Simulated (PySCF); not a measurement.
PySCF job for HNSi, SMILES N#[SiH], PBE-D3(BJ)/def2-TZVPD. The structure is a stationary point at PBE-D3(BJ)/def2-TZVPD.

```python
import numpy as np
from pyscf import gto, scf, dft, df
from pyscf.hessian import thermo

mol = gto.M(
    atom='''
    H     0.00000000    0.00000000   -1.93796227
    Si    0.00000000    0.00000000   -0.43382353
    N     0.00000000    0.00000000    1.14449882
    ''',
    basis='def2-TZVPD',
    charge=0,
    spin=0,
    max_memory=1600,
    verbose=3,
)
mf = dft.RKS(mol, xc='pbe').density_fit(auxbasis='def2-universal-jkfit')
mf.disp = 'd3bj'
mf.grids.level = 3
mf.conv_tol = 1e-11
mf.max_cycle = 100
mf.kernel()

# analytic Hessian; the response equations are solved on a coarser grid
h, args, fine = mf.Hessian(), (mf.mo_energy, mf.mo_coeff, mf.mo_occ), mf.grids
h.max_memory = max(150, 2.5e-5 * df.make_auxmol(mol, mf.with_df.auxbasis).nao * mol.nelec[0] * (mol.nelec[0] + mol.nao))  # MB; small integral blocks
h1ao = h.make_h1(mf.mo_coeff, mf.mo_occ)
mf.grids = dft.Grids(mol).set(level=1).build(with_non0tab=True)
mo1, mo_e1 = h.solve_mo1(*args, h1ao)
mf.grids = fine
hess = h.hess_elec(*args, mo1, mo_e1, h1ao) + h.hess_nuc()
if mf.do_disp():
    hess += h.get_dispersion()
for i in range(mol.natm):  # the analytic DFT Hessian lacks the response of the grid: restore translational invariance
    hess[i, i] -= hess[i].sum(axis=0)
hess = (hess + hess.transpose(1, 0, 3, 2)) / 2
vib = thermo.harmonic_analysis(mol, hess, imaginary_freq=False)
thermo.dump_normal_mode(mol, vib)
th = thermo.thermo(mf, vib['freq_au'][vib['freq_au'] > 0], 298.15, 101325)
thermo.dump_thermo(mol, th)
g0 = mf.nuc_grad_method().set(verbose=0).kernel()

# dipole derivatives [dipole axis, atom, xyz] from the same response
r, irp = mol.intor('int1e_r'), mol.intor('int1e_irp').reshape(3, 3, mol.nao, mol.nao)
sl, dm0, ok = mol.aoslice_by_atom(), np.array(mf.make_rdm1()), []
dmu = np.einsum('a,xt->xat', mol.atom_charges(), np.eye(3))
for a, (_, _, p0, p1) in enumerate(sl):
    dmu[:, a] += 2 * np.einsum('xtij,ij->xt', irp[:, :, :, p0:p1], dm0.reshape(-1, mol.nao, mol.nao).sum(0)[:, p0:p1])
    for u, c, occ, f in [(mo1, mf.mo_coeff, mf.mo_occ, 4)]:
        dmu[:, a] -= f * np.einsum('tui,xuv,vi->xt', u[a], r, c[:, occ > 0], optimize=True)
L = vib['norm_mode']
ir = 974.8801 * (np.einsum('xat,kat->kx', dmu, L) ** 2).sum(1)       # km/mol
apt = np.einsum('xax->a', dmu) / 3
print('mode   freq/cm-1   IR/(km/mol)')
for k, w in enumerate(vib['freq_wavenumber']):
    print(f'{k + 1:4d} {w:11.2f} {ir[k]:13.3f}')
print('max |gradient| / (hartree/bohr):', abs(g0).max())
print('APT charges:', apt.round(4))
```

Output:

```
converged SCF energy = -344.542306503648

WARN: DFTD3 does not support analytical Hessian, using finite difference


WARN: Mole.unit (angstrom) is changed to Bohr

Mode                                 0                   1                   2
Irrep
Freq [cm^-1]                      275.2144            275.2144           1183.9869
Reduced mass [au]                   1.2003              1.2003             12.1942
Force const [Dyne/A]                0.0536              0.0536             10.0716
Char temp [K]                     395.9722            395.9722           1703.4936
Normal mode                   x     y     z       x     y     z       x     y     z
       0   H                 0.03  0.91  0.00   -0.91  0.03  0.00    0.00  0.00  0.15
       1  Si                -0.00 -0.06 -0.00    0.06 -0.00  0.00   -0.00 -0.00  0.10
       2   N                 0.00  0.06  0.00   -0.06  0.00 -0.00    0.00  0.00 -0.22
Mode                                 3
Irrep
Freq [cm^-1]                     2099.0292
Reduced mass [au]                   1.0555
Force const [Dyne/A]                2.7399
Char temp [K]                    3020.0356
Normal mode                   x     y     z
       0   H                 0.00  0.00 -0.97
       1  Si                -0.00 -0.00  0.04
       2   N                 0.00  0.00 -0.01
temperature 298.1500 [K]
pressure 101325.00 [Pa]
Rotational constants [GHz] inf 18.48789 18.48789
Symmetry number 1
Zero-point energy (ZPE) 0.00873 [Eh]   22929.092 [J/mol]
                           tot       elec      trans        rot        vib
Entropy [J/mol/K]       225.634      0.000    155.683     56.681     13.270
Cv [J/mol/K]             36.108      0.000     12.472      8.314     15.322
Cp [J/mol/K]             44.423      0.000     20.786      8.314     15.322
Internal energy [J/mol]                      3718.434   2478.956  25350.806
Internal energy [Eh]   -344.53029  -344.54231
Enthalpy [J/mol]                             6197.391   2478.956  25350.806
Enthalpy [Eh]          -344.52935
Gibbs free energy [J/mol]                  -40219.589 -14420.566  21394.459
Gibbs free energy [Eh] -344.55497
mode   freq/cm-1   IR/(km/mol)
   1      275.21         1.577
   2      275.21         1.577
   3     1183.99         1.756
   4     2099.03        18.797
max |gradient| / (hartree/bohr): 9.650938562594076e-06
APT charges: [ 0.0209  0.2577 -0.2786]
```

The calculation finished and met its thresholds.

Cost: very roughly 8 core-seconds.
